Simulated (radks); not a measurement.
Task: Method: scalar-relativistic Kohn-Sham, LDA (Slater exchange, VWN5 correlation), spin-polarised, spherical densities, finite nucleus; open shells are filled with parallel spins first (spin-orbit coupling, left out, can overturn this in heavy ions); Fermi nuclear charge, rms radius of each element as measured or else 0.836 A^(1/3) + 0.57 fm; computed with a radial shooting solver on a logarithmic mesh with Libxc functionals. Response by self-consistent Sternheimer equations with the Hartree and adiabatic LDA kernel, the relativistic mass of each level held fixed and spin-orbit coupling left out. For heavy and open-shell atoms this level of theory can miss by tens of per cent. Estimate the static dipole polarisabilities of La3+ ([Xe]) and Pm7+ ([Kr] 4d10 4f3 5s2 5p3) and the C6 coefficients of the three pairs.

Result: alpha = 7.684 and 2.951 bohr^3; C6 = 49.05 (La3+-La3+), 22.52 (La3+-Pm7+), 10.76 (Pm7+-Pm7+) hartree bohr^6.
